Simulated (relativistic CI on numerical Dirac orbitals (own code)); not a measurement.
# d5 in a ligand field

Computed with a parametric ligand-field model of a d^n configuration (Racah B and C, spin-orbit zeta, crystal field), exact diagonalisation.

Field parameters in Wybourne normalisation: Oh B⁴₀ = 21Dq, B⁴₄ = √(5/14) B⁴₀. The field is a parameter set, without covalency.

B = 310 cm⁻¹, C = 1430 cm⁻¹ (C/B = 4.61), Oh, no spin-orbit coupling. Tanabe-Sugano data, E/B above the lowest term (Δ = |10Dq|; b, c mark the second and third term of a kind):

```
 Δ/B    6A1    4T1    4T2  4T1(b)    2T2    2A2
 1.0   0.00  32.93  33.04   39.42  47.74  47.81
 5.0   0.00  30.56  32.53   41.54  43.95  45.89
 9.0   0.00  27.14  31.13   44.32  37.47  42.75
13.0   0.00  23.44  28.79   46.74  30.28  39.19
17.0   0.00  19.63  25.77   48.44  22.85  35.45
21.0   0.00  15.77  22.37   49.46  15.29  31.63
25.0   0.00  11.88  18.77   50.05   7.64  27.76
29.0   0.08   8.04  15.13   50.48   0.00  23.93
33.0   7.83  11.86  19.10   58.45   0.00  27.76
37.0  15.62  15.70  23.05   66.39   0.00  31.61
41.0  23.44  19.57  27.00   74.31   0.00  35.47
45.0  31.28  23.45  30.95   82.23   0.00  39.36
```

The ground term changes from 6A1 to 2T2 between Δ/B = 25.0 and 29.0.
